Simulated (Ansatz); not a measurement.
Geometry optimisation, Ansatz 0.2.0, RKS BLYP/def2-SVP.

The input (input.yaml):

```yaml
crystal:
  periodic: [false, false, false]
  atoms:
    - { symbol: C, position_ang: [-1.296, -0.5468, -0.937] }
    - { symbol: Si, position_ang: [-0.1389, -0.8389, 0.4151] }
    - { symbol: C, position_ang: [0.9804, 0.6067, 0.6763] }
    - { symbol: O, position_ang: [0.41807, 1.92943, 1.02035] }
    - { symbol: F, position_ang: [1.86277, 0.34587, 1.64412] }
    - { symbol: H, position_ang: [-0.828, -0.2992, -1.8965] }
    - { symbol: H, position_ang: [-1.9885, -1.3515, -1.0915] }
    - { symbol: H, position_ang: [-1.9208, 0.3917, -0.7298] }
    - { symbol: H, position_ang: [0.6381, -2.0527, 0.132] }
    - { symbol: H, position_ang: [-0.8874, -1.1441, 1.6866] }
    - { symbol: H, position_ang: [1.58787, 0.79772, -0.26274] }
    - { symbol: H, position_ang: [1.00887, 2.17111, 1.76383] }
basis:
  gaussian: { orbitals: def2-SVP }
hamiltonian:
  xc: blyp
relax:
  f_tol: 0.015
  max_steps: 40
```

Command:

```bash
$ ansatz run input.yaml --threads 2 --pin off --max-ram 3072MiB --backend cpu --events-out ev --progress --plain --runs-dir out
```

Q: Where does it end, and by what steps?

A: The run converged. After 11 steps the energy has fallen by 0.671 eV; H12 moved furthest, 0.62 Å.

| step | energy less start (eV) | largest force component (eV/Å) | accepted |
| --- | --- | --- | --- |
| 0 | 0.0000 | 3.219 | yes |
| 1 | -0.4056 | 1.589 | yes |
| 2 | -0.5251 | 0.685 | yes |
| 3 | -0.5709 | 1.370 | yes |
| 4 | -0.3971 | 3.257 | no |
| 5 | -0.6372 | 0.470 | yes |
| 6 | -0.6588 | 0.177 | yes |
| 7 | -0.6401 | 0.618 | no |
| 8 | -0.6680 | 0.075 | yes |
| 9 | -0.6671 | 0.127 | no |
| 10 | -0.6704 | 0.021 | yes |
| 11 | -0.6708 | 0.004 | yes |

```xyz
12
Properties=species:S:1:pos:R:3
C -1.366 -0.459 -0.943
Si -0.123 -0.903 0.420
C 1.064 0.584 0.771
O 0.286 1.680 1.154
F 1.942 0.198 1.822
H -0.857 -0.276 -1.912
H -2.100 -1.276 -1.095
H -1.921 0.460 -0.667
H 0.731 -2.070 0.018
H -0.819 -1.224 1.707
H 1.735 0.830 -0.089
H 0.865 2.466 1.235
```

Whether the end is a true minimum wasn't checked by a vibrational analysis.

Time of the run: 15 s on 2 threads of Intel(R) Xeon(R) 6975P-C (Granite Rapids), on a shared host, peak memory 0.17 GiB.
